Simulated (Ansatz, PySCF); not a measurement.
Reaction (SMILES): CS (CH4S) -> [CH2]S + H atom (the C-H bond at the site shown breaks; other sites are not compared here)
Each molecule is optimised on its own at B3LYP-D3(BJ)/def2-TZVP (Ansatz, a quantum-chemistry and plane-wave program), one conformer each, not searched for the lowest.

Quantity: bond dissociation energy (0 K, with B3LYP-D3(BJ) harmonic zero-point energies from PySCF), in kcal/mol. Valence correlation only, unless marked. UHF or UKS for open shells. Spin-orbit coupling is left out. No relativistic terms. CBS(X,Y): correlation extrapolated as X^-3; Hartree-Fock from the larger set. [CCSD(T)-MP2]/basis is that difference in the basis named.

```json
[
 {"level": "HF-D4/def2-TZVPD", "program": "PySCF + dftd4", "bond dissociation energy (kcal/mol)": "(withheld)"},
 {"level": "BLYP-D3(BJ)/def2-TZVPD", "program": "Ansatz + dftd3", "bond dissociation energy (kcal/mol)": "88.9"},
 {"level": "M06-L/def2-TZVPD", "program": "PySCF", "bond dissociation energy (kcal/mol)": "90.0"},
 {"level": "PBE0/def2-TZVP", "program": "Ansatz", "bond dissociation energy (kcal/mol)": "88.9"},
 {"level": "PBE0/def2-QZVPP", "program": "Ansatz", "bond dissociation energy (kcal/mol)": "(withheld)"},
 {"level": "TPSSh/def2-TZVPD", "program": "PySCF", "bond dissociation energy (kcal/mol)": "90.9"},
 {"level": "PW6B95-D4/def2-TZVPD", "program": "PySCF + dftd4", "bond dissociation energy (kcal/mol)": "91.2"},
 {"level": "MN15/def2-TZVPD", "program": "PySCF", "bond dissociation energy (kcal/mol)": "(withheld)"},
 {"level": "CAM-B3LYP/def2-TZVPD", "program": "Ansatz", "bond dissociation energy (kcal/mol)": "91.0"},
 {"level": "B2GP-PLYP/def2-TZVPD", "program": "Ansatz", "bond dissociation energy (kcal/mol)": "90.8"},
 {"level": "SCS-MP2/def2-SVP", "program": "Ansatz", "bond dissociation energy (kcal/mol)": "92.1"},
 {"level": "CCSD/def2-SVP", "program": "Ansatz", "bond dissociation energy (kcal/mol)": "90.6"},
 {"level": "CCSD(T) with core electrons (1s frozen past Ne)/cc-pwCVTZ", "program": "Ansatz", "bond dissociation energy (kcal/mol)": "(withheld)"},
 {"level": "RI-MP2/CBS(aug-cc-pV(T+d)Z,aug-cc-pV(Q+d)Z)+[CCSD(T)-MP2]/aug-cc-pV(T+d)Z", "program": "Ansatz", "bond dissociation energy (kcal/mol)": "93.8"}
]
```

Task: Fill in the missing entries.

Result: 
- HF-D4/def2-TZVPD, bond dissociation energy (kcal/mol): 71.4
- PBE0/def2-QZVPP, bond dissociation energy (kcal/mol): 89.0
- MN15/def2-TZVPD, bond dissociation energy (kcal/mol): 91.7
- CCSD(T) with core electrons (1s frozen past Ne)/cc-pwCVTZ, bond dissociation energy (kcal/mol): 92.6
